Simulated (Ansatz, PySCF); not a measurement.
Noncovalent pair: H2O (SMILES O) (first 3 atoms) with CH2O (SMILES C=O); geometry from B3LYP-D3(BJ)/def2-TZVP, rigid monomers moved along the line of their centres of mass till H2···O5 is 2.78 Å.
(charge 0, multiplicity 1):
```xyz
7

O      0.275    -0.115     0.540
H     -0.463    -0.441     1.078
H     -0.043    -0.112    -0.368
C     -0.618    -0.449     4.323
O     -1.497    -0.873     3.617
H      0.302    -0.012     3.900
H     -0.701    -0.482     5.424
```

Interaction energies are E(AB) − E(A) − E(B) at the monomers' geometry in the complex; basis-set methods are counterpoise corrected.

Cores are frozen in the correlated methods. CBS(a, b) extrapolates the correlation energy as X⁻³ and adds the Hartree–Fock energy of set b.

The values were computed with Ansatz (Gaussian basis) for Hartree–Fock, density functionals and correlated methods; PySCF for the dispersion terms. Each number belongs to the level named beside it.

PBE/def2-TZVPPD gives -2.58 kcal/mol for the interaction energy.

Q: How do the other levels lie against it? Give each less PBE: PBE-D3(BJ)/def2-TZVPPD, r2SCAN/def2-TZVPPD, B3LYP/def2-TZVPPD, wB97M-V/def2-TZVPPD, MP2/CBS(aug-cc-pVDZ, aug-cc-pVTZ), CCSD(T)/CBS(aug-cc-pVDZ, aug-cc-pVTZ).

A: PBE-D3(BJ)/def2-TZVPPD -0.37; r2SCAN/def2-TZVPPD -0.11; B3LYP/def2-TZVPPD 0.24; wB97M-V/def2-TZVPPD -0.26; MP2/CBS(aug-cc-pVDZ, aug-cc-pVTZ) -0.26; CCSD(T)/CBS(aug-cc-pVDZ, aug-cc-pVTZ) -0.30 kcal/mol. 1 of 6 lie above PBE; the widest gap is to PBE-D3(BJ)/def2-TZVPPD.

Ansatz is a quantum-chemistry and plane-wave program.
